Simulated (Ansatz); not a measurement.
Relaxation of CH2AlNSSe (7 atoms, charge 0, multiplicity 1), to a largest force component of 0.015 eV/Å in at most 40 steps.

Method: RKS PBE0-D4/def2-SVP (Ansatz).

```xyz
7
Properties=species:S:1:pos:R:3
N -1.467 0.858 0.821
Al -0.284 -0.473 0.320
Se 1.253 -1.850 0.805
C 1.401 -0.947 -0.937
S 2.094 -0.583 -2.102
H -1.381 1.074 1.860
H -2.462 0.456 0.759
```

Task: Where does it end, and by what steps?

Result: The run converged. After 10 steps the energy has fallen by 2.769 eV; H7 moved furthest, 0.83 Å. The start is strongly strained (largest force component 12 eV/Å).

```tsv
step	energy less start (eV)	largest force component (eV/Å)	accepted
0	0.0000	12.147	yes
1	-2.1597	3.475	yes
2	-2.5019	0.954	yes
3	-2.6143	0.889	yes
4	-2.7133	0.324	yes
5	-2.7593	0.221	yes
6	-2.7641	0.173	yes
7	-2.7688	0.036	yes
8	-2.7690	0.092	yes
9	-2.7693	0.031	yes
10	-2.7693	0.005	yes
```

```xyz
7
Properties=species:S:1:pos:R:3
N -1.521 0.553 1.002
Al -0.087 -0.295 0.453
Se 1.678 -1.639 0.907
C 1.163 -0.803 -0.897
S 1.911 -0.949 -2.301
H -1.873 0.544 1.953
H -2.116 1.123 0.409
```

The run took 31 s on 2 threads of AMD EPYC 7R13 Processor (Zen 3), with other jobs on the host, peak memory 0.27 GiB.
